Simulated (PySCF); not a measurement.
**Mg⁺: excitation energy**

Mg⁺ [Ne] 3s1 (2S) → Mg⁺ [Ne] 3d1 (2D), as a difference of total energies. Computed with PySCF 2.14 in dyall-av2z, with no relativity, point nucleus. The calculations carry no spin-orbit coupling.

**Question.** Order these methods by the excitation energy they give, lowest first.
A. PBE0
B. LC-wPBE
C. B97-3
D. BHandHLYP

**Answer.** C (8.285 eV), A (8.528 eV), D (8.753 eV), B (8.816 eV).

For comparison: 8.864 eV (measured; NIST levels, between the centres of gravity of the two terms).
